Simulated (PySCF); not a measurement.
Match each property card to its molecule.

Structures:
1. `O=C/N=C\C`
2. `O(/C(C)=C\Cl)C`
3. `Cc1cc[n+]([O-])cc1`

Card P (geometry GFN2-xTB):
- Rotational constants A, B, C: 13.519, 3.233, 2.833 GHz
- Point group: C1
- HOMO energy (PBE0/pcSseg-1): -7.32 eV
- Largest of the computed one-bond spin–spin couplings (means over like bonds) (B3LYP/pcJ-1, spin–dipole term left out for some pairs): 13C–1H +193.1, 13C–1H +182.6, 13C–1H +134.5 (×3), 13C–13C +39.1, 17O–13C +30.0, 15N–13C -19.0, 15N–13C -9.2 Hz

Card Q (geometry GFN2-xTB):
- Rotational constants A, B, C: 5.821, 1.543, 1.229 GHz
- Static isotropic polarisability (CAM-B3LYP/def2-SVPD): 84.8 au
- HOMO energy (CAM-B3LYP/def2-SVPD): -7.40 eV
- Lowest singlet excitation (TDDFT CAM-B3LYP/def2-SVPD): 4.34 eV (285 nm, f = 0.020)
- 13C chemical shifts (computed TMS as zero) by class (GIAO PBE0/pcSseg-1): 144.0 (2 C), 134.3 (1 C), 133.0 (2 C), 22.3 (1 C) ppm

Card R (geometry GFN2-xTB):
* Rotational constants A, B, C: 4.137, 2.133, 1.433 GHz
* Static isotropic polarisability (B3LYP/def2-SVPD): 69.3 au
* Lowest singlet excitation (TDDFT B3LYP/def2-SVPD): 5.64 eV (220 nm, f = 0.000)
* Lowest triplet excitation (Tamm–Dancoff) (TDA B3LYP/def2-SVPD): 4.28 eV
* Strongest line among the 8 lowest singlet transitions (TDDFT B3LYP/def2-SVPD): S3 at 6.36 eV (195 nm, f = 0.195)
* Dipole moment (B3LYP/def2-SVPD): 1.03 D

Each SMILES stands for a single optimised conformer of the isolated species, non-relativistic unless stated; the electronic structure was computed with PySCF and density fitting. NMR classes are plain means over equivalent atoms (diastereotopic ones count apart unless rotation or inversion swaps them), as if these changed places fast.

Q: Which card belongs to which structure?

A: P = 1, Q = 3, R = 2. What ties each card to its structure:
- 1 (card P), C3H5NO, monoisotopic mass 71.0 u, 5 heavy atoms: point group C1; an asymmetric top with C = 2.833 GHz, the highest such constant on the cards.
- 2 (card R), C4H7ClO, monoisotopic mass 106.0 u, 6 heavy atoms: an asymmetric top with C = 1.433 GHz; polarisability 69.3 au for 56 electrons; dipole 1.03 D.
- 3 (card Q), C6H7NO, monoisotopic mass 109.1 u, 8 heavy atoms: 6 C in 4 classes; the least shielded carbon (144.0 ppm) is an aromatic CH next to a ring nitrogen; an asymmetric top with C = 1.229 GHz, the lowest such constant on the cards; polarisability 84.8 au for 58 electrons.
